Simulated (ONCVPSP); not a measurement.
## Pseudopotential generation for chromium (Cr): ONCV, LDA (Perdew-Wang 92), scalar-relativistic.

chromium, optimised norm-conserving Vanderbilt (ONCV), made with ONCVPSP 4.0.1 (LDA (Perdew-Wang 92), scalar-relativistic). Core [Ne], reference 3s2 3p6 3d4 (charge +2). Waves: 3s: rc 1.10 bohr, ncon 5, nbas 8, qcut 8.4 1/bohr, 2 projectors, debl 3.8 Ha; 3p: rc 1.15 bohr, ncon 4, nbas 7, qcut 11.9 1/bohr, 2 projectors, debl 1 Ha; 3d: rc 1.70 bohr, ncon 4, nbas 8, qcut 9.1 1/bohr, 2 projectors, debl 1.2 Ha. Local part: polynomial inside 0.80 bohr (lpopt 4, dvloc0 1 Ha). Core correction: polynomial model core, fcfact 0.4.

In the p channel the program set the typed energies aside and used -2.442, 0.250 Ha.

* Cutoffs needed: 74 Ha and 131 Ha (the cutoffs (Ha) at which the residual kinetic energy of the hardest occupied pseudo-wave falls to 1 and 0.1 mHa per electron)
* Ghost test: no bound ghost flagged; no localised positive-energy state flagged
* Largest excitation error: -88 meV (all-electron minus pseudo) for 3s2 3p5 3d5 4s1, out of 4 test configurations
* rms error of d²Exc/dni dnj: 3.25 mHa without and 1.07 mHa with the model core
